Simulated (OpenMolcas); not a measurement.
How methods differ on BNH3ClO (SMILES NB(O)Cl)

BNH3ClO has 7 atoms, charge 0, and is taken as a singlet. As SMILES, `NB(O)Cl`. Geometry: relaxed at PBE0-D4/def2-TZVP. This is one conformer, not always the lowest.

```xyz
7

N    -0.5201    0.9762   -0.0144
B     0.0609   -0.2881   -0.0833
O     1.0970   -0.6226    0.7324
Cl   -0.5700   -1.4771   -1.2604
H    -1.2842    1.2573   -0.5991
H    -0.1943    1.6717    0.6334
H     1.4108   -1.5174    0.5915
```

Quantity: the dipole moment, in D. The values are calculated.

| level | kind | program | value (D) | CPU time |
| --- | --- | --- | --- | --- |
| HF/def2-SVPD | Hartree–Fock | OpenMolcas | 1.11 | 24 s |
| BLYP/def2-SVPD | GGA | OpenMolcas | 1.21 | 69 s |
| PBE/def2-SVPD | GGA | OpenMolcas | 1.25 | 65 s |
| revPBE/def2-SVPD | GGA | OpenMolcas | 1.26 | 64 s |
| M06-L/def2-SVPD | meta-GGA | OpenMolcas | 1.23 | 82 s |
| TPSS/def2-SVPD | meta-GGA | OpenMolcas | 1.29 | 80 s |
| B3LYP/def2-SVPD | global hybrid | OpenMolcas | 1.18 | 72 s |
| PBE0/def2-SVPD | global hybrid | OpenMolcas | 1.21 | 63 s |

The values span 1.11 to 1.29 D. Magnitudes only. CPU times are rough (shared hosts, several kinds of processor and program).
